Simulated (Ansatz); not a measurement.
```yaml
crystal:
  periodic: [true, true, true]
  atoms:
    - {symbol: C, position_ang: [-0.396547, 1.090937, -0.086964]}
    - {symbol: B, position_ang: [-0.028986, -0.222654, -0.335900]}
    - {symbol: Ga, position_ang: [0.339983, -1.450552, 1.370826]}
    - {symbol: Te, position_ang: [0.546763, -0.989235, -2.279414]}
    - {symbol: H, position_ang: [0.477511, 1.840615, 0.502891]}
    - {symbol: H, position_ang: [-0.871716, 1.573923, 0.658175]}
    - {symbol: H, position_ang: [-0.124945, 1.711309, -1.067707]}
    - {symbol: H, position_ang: [-1.162463, -2.126232, 1.701305]}
    - {symbol: H, position_ang: [1.572927, -1.667701, 2.096195]}
    - {symbol: H, position_ang: [0.242877, 0.277825, -3.176956]}
basis:
  gaussian: {orbitals: STO-3G}
hamiltonian: {xc: {name: wB97X-V}}
```

```sh
$ ansatz run in.yaml --threads 4 --pin off --events-out ev --progress --plain --max-ram 10444MiB
```

Question: How does Ansatz answer? (An estimate is asked.)

Answer: Computed: The input was rejected before any iteration.
```
Error: YAML parse error: error: line 2 column 3: crystal: missing field `lattice` (a structure is typed as `lattice` and `atoms`, a molecule's as `atoms` in Å alone, or read from a run's directory, `checkpoint`)
 --> <input>:2:3
  |
1 | crystal:
2 |   periodic: [true, true, true]
  |   ^ crystal: missing field `lattice` (a structure is typed as `lattice` and `atoms`, a molecule's as `atoms` in Å alone, or read from a run's directory, `checkpoint`)
3 |   atoms:
4 |     - {symbol: C, position_ang: [-0.396547, 1.090937, -0.086964]}
  |
```
